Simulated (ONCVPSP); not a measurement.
# Before and after: ONCV potential for boron (B)

- Element: boron (B)
- Generator: ONCVPSP 4.0.1
- Type: optimised norm-conserving Vanderbilt (ONCV)
- Functional: PBE
- Relativity: scalar-relativistic
- Frozen core: [He]
- Valence charge: 3
- Reference configuration: 2s2 (charge +1)
- Partial waves: 2s: rc 1.60 bohr, ncon 3, nbas 6, qcut 4.2 1/bohr, 1 projector; p scattering state at 0.39 Ha: rc 1.20 bohr, ncon 4, nbas 8, qcut 7.7 1/bohr, 3 projectors, debl 2.9 Ha; d scattering state at 0.18 Ha: rc 1.75 bohr, ncon 3, nbas 6, qcut 6 1/bohr, 2 projectors, debl 1.8 Ha
- Local potential: polynomial inside 0.95 bohr (lpopt 1, dvloc0 6 Ha)
- Core correction: Teter function, fcfact 2.25, rcfact 1.75

In the p channel the program set the typed energies aside and used 0.050, 2.950, 5.850 Ha.

All-electron outer shells of the reference configuration (PBE, scalar-relativistic, ld1.x):

```csv
shell,level (eV),outermost node (bohr),outermost maximum (bohr)
1s,-193.63,–,0.21
2s,-19.51,0.46,1.44
```

Change: s: rc 1.4.

Cutoffs: the cutoffs (Ha) at which the residual kinetic energy of the hardest occupied pseudo-wave falls to 1 and 0.1 mHa per electron; they do not see the model core or the augmentation charge, which bear on the density cutoff. Errors are all-electron minus pseudo energies relative to the spin-unpolarised reference configuration.

What does the change do?

The potential gets harder (8.6 Ha and 32 Ha → 12 Ha and 44 Ha); of the 4 tests that both files solve, the error grows in 1 and shrinks in 1 by more than 15 % and 0.3 meV (median size 10.4 → 10.7 meV); neither file shows a bound ghost. A smaller radius makes the pseudo-wave follow the all-electron one further in, where it bends more sharply, so more plane waves are needed.

```csv
quantity,base,changed
"cutoff, loose",8.6 Ha,12 Ha
"cutoff, tight",32 Ha,44 Ha
bound ghosts,none,none
GHOST(+) flags under 300 eV,none,none
"error for 2s2 2p1, meV [ΔE -8.22 eV]",+15,+13
"error for 2s1, meV [ΔE 25.42 eV]",+2.5,+8.8
"error for 2s2 2p0.5, meV [ΔE -5.33 eV]",+5.9,+5.0
"error for 2s0 2p3, meV [ΔE 3.50 eV]",+64,+64
p: phases at 1.22 bohr within 0.05 rad from the reference energy up to (Ha; the scan ends near 5),to the end of the scan,to the end of the scan
d: phases at 1.78 bohr within 0.05 rad from the reference energy up to (Ha; the scan ends near 5),to the end of the scan,to the end of the scan
"rms error of d²Exc/dni dnj with the model core, mHa",1.64,1.62
```
